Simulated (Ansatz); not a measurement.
Born–Oppenheimer molecular dynamics of BCl2H2N (6 atoms, charge 0, multiplicity 1). It starts from a relaxed structure.

Computed with RKS r2SCAN-D4/def2-SVP in Ansatz 0.2.0.

- ensemble: NVT, Langevin thermostat
- time step: 0.5 fs
- steps asked: 150
- set temperature: 2000 K
- friction: 0.001 /fs
- seed: 727452

First frame:

```xyz
6
Properties=species:S:1:pos:R:3
B 0.000 0.000 0.063
N 0.000 0.000 1.453
H -0.853 -0.062 1.996
H 0.853 0.062 1.996
Cl 1.527 0.111 -0.828
Cl -1.527 -0.111 -0.828
```

Question: How far do the bonds stretch over the last three quarters of this one trajectory? (Pairs bonded in most of those frames.)

Answer: 
```json
{"bond": "B1–N2", "mean (Å)": "1.414", "spread (Å)": "0.049", "shortest": "1.32", "longest": "1.48"}
{"bond": "B1–Cl5", "mean (Å)": "1.778", "spread (Å)": "0.028", "shortest": "1.72", "longest": "1.81"}
{"bond": "B1–Cl6", "mean (Å)": "1.775", "spread (Å)": "0.043", "shortest": "1.68", "longest": "1.83"}
{"bond": "N2–H3", "mean (Å)": "1.015", "spread (Å)": "0.021", "shortest": "0.98", "longest": "1.05"}
{"bond": "N2–H4", "mean (Å)": "1.019", "spread (Å)": "0.021", "shortest": "0.97", "longest": "1.06"}
```

Mean temperature of the second half: 1026 K. The mean temperature of the second half is 49 % below the set value. A run of 0.075 ps of so small a system gives no equilibrium averages.

Time of the run: 5.8 min on 1 thread of Intel(R) Xeon(R) Platinum 8375C CPU @ 2.90GHz (Ice Lake) (shared host), peak memory 0.14 GiB.
